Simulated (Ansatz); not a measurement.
Geometry optimisation, RKS B3LYP/def2-SVP (Ansatz).

Input:

```yaml
crystal:
  periodic: [false, false, false]
  atoms:
    - { symbol: Sn, position_ang: [-0.710162, 1.12, -0.610014] }
    - { symbol: H, position_ang: [-1.896615, -1.630159, -0.855847] }
    - { symbol: H, position_ang: [-1.175099, 0.919482, -2.242446] }
    - { symbol: H, position_ang: [-2.020124, 0.991865, 0.497861] }
    - { symbol: H, position_ang: [0.178151, 2.570806, -0.330713] }
    - { symbol: H, position_ang: [-1.206048, -1.680197, -0.727956] }
    - { symbol: O, position_ang: [0.614287, -0.392319, -0.288912] }
    - { symbol: C, position_ang: [1.378084, -0.450607, 0.888249] }
    - { symbol: H, position_ang: [2.225596, -1.147049, 0.727427] }
    - { symbol: H, position_ang: [0.796297, -0.830998, 1.757936] }
    - { symbol: H, position_ang: [1.815732, 0.529076, 1.184515] }
basis:
  gaussian: { orbitals: def2-SVP }
hamiltonian:
  xc: b3lyp
relax:
  f_tol: 0.03
  max_steps: 50
output:
  orbitals: {}
```

Run as:

```bash
$ ansatz run input.yaml --threads 2 --pin off --max-ram 3072MiB --backend cpu --events-out ev --progress --plain --runs-dir out
```

**Question.** Where does it end, and by what steps?

**Answer.** The forces met the threshold. The force dipped under the threshold on the way, but the program's further checks kept it going. After 25 steps the energy has fallen by 0.177 eV; H2 moved furthest, 1.79 Å.

| step | energy less start (eV) | largest force component (eV/Å) | accepted |
| --- | --- | --- | --- |
| 0 | 0.0000 | 2.470 | yes |
| 1 | -0.1072 | 0.224 | yes |
| 2 | -0.1302 | 0.078 | yes |
| 3 | -0.1217 | 0.897 | no |
| 4 | -0.1363 | 0.035 | yes |
| 5 | -0.1409 | 0.123 | yes |
| 6 | -0.1465 | 0.250 | yes |
| 7 | -0.1475 | 0.349 | yes |
| 8 | -0.1526 | 0.266 | yes |
| 9 | -0.1592 | 0.048 | yes |
| 10 | -0.1613 | 0.031 | yes |
| 11 | -0.1643 | 0.142 | yes |
| 12 | -0.1659 | 0.152 | yes |
| 13 | -0.1674 | 0.120 | yes |
| 14 | -0.1687 | 0.139 | yes |
| 15 | -0.1702 | 0.126 | yes |
| 16 | -0.1722 | 0.030 | yes |
| 17 | -0.1734 | 0.026 | yes |
| 18 | -0.1711 | 0.211 | no |
| 19 | -0.1745 | 0.059 | yes |
| 20 | -0.1749 | 0.081 | yes |
| 21 | -0.1755 | 0.055 | yes |
| 22 | -0.1735 | 0.120 | no |
| 23 | -0.1766 | 0.023 | yes |
| 24 | -0.1749 | 0.105 | no |
| 25 | -0.1771 | 0.012 | yes |

```xyz
11
Properties=species:S:1:pos:R:3
Sn -0.678 1.614 -0.468
H -0.837 -3.023 -1.221
H -1.680 1.395 -1.837
H -1.551 2.086 0.940
H 0.656 2.663 -0.766
H -0.646 -2.318 -0.999
O 0.057 -0.227 -0.138
C 0.971 -0.477 0.901
H 1.216 -1.554 0.899
H 0.567 -0.235 1.906
H 1.925 0.077 0.783
```

Whether the end is a true minimum wasn't checked by a vibrational analysis.

Time of the run: 83 s on 2 threads of Intel(R) Xeon(R) Platinum 8175M CPU @ 2.50GHz (Skylake/Cascade Lake), with other jobs on the host, peak memory 0.22 GiB.
